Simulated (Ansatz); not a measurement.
`C[S][Cd][Cl]` + CH₃OH → `C[O][Cd][Cl]` + CH₃SH at 400 K and 1 bar (ligand exchange at a Cd–S bond).

Program: Ansatz. Geometries: PBE0-D4/def2-TZVP. ΔE: electronic, gas phase. CBS: MP2 limit from def2 TZ/QZ plus the TZ coupled-cluster correction, frozen cores. This one scheme is used for every species. def2 core potentials past Kr. For Cd outer-core shells are correlated without core-valence functions, which leaves a few kJ/mol of doubt a bond. Each species was taken in one conformer, which may not be the lowest.

| species | CCSD(T)/CBS energy (Eh) | H − E (kJ/mol) | S (J/(mol·K)) |
| --- | --- | --- | --- |
| `C[S][Cd][Cl]` | -1065.19669 | 133.9 | 384.2 |
| CH₃OH | -115.61712 | 151.2 | 252.6 |
| `C[O][Cd][Cl]` | -742.55216 | 137.5 | 366.6 |
| CH₃SH | -438.22835 | 138.7 | 269.4 |

H − E and S are ideal-gas, rigid-rotor, harmonic terms from PBE0-D4/def2-TZVP, for one conformer and one mirror image of each species. 1 Eh = 2625.50 kJ/mol, R = 8.31446 J/(mol·K).

Problem. By hand: ΔE, ΔH, ΔS and ΔG.

Solution. ΔE = (-742.55216) + (-438.22835) − (-1065.19669) − (-115.61712) = 0.03330 Eh = 87.4 kJ/mol. Δ(H − E) = 137.5 + 138.7 − 133.9 − 151.2 = -8.9, so ΔH = 78.5 kJ/mol. ΔS = 366.6 + 269.4 − 384.2 − 252.6 = -0.8 J/(mol·K). ΔG = 78.5 − 400 × (-0.8)/1000 = 78.8 kJ/mol.

Problem. By hand: the equilibrium constant, and the temperature at which ΔG would vanish if ΔH and ΔS stayed fixed.

Solution. log₁₀ K = −ΔG/(RT ln 10) = -10.3. ΔH and −TΔS have one sign here, so there is no such temperature.

The number of gas molecules stays the same, so ΔS is small and ΔH decides. A doubt of 5 kJ/mol in ΔE shifts log₁₀ K by 0.7 here. Other conformers and mirror images would add mixing entropy, several J/(mol·K) or more a flexible species. These are equilibria of isolated gas molecules and say nothing of rates. Largest T1 diagnostic: 0.016 (customary marks: 0.02 for closed shells, 0.045 for open ones).

ΔS is within the doubt of such terms, so its sign, and with it that verdict, could turn.
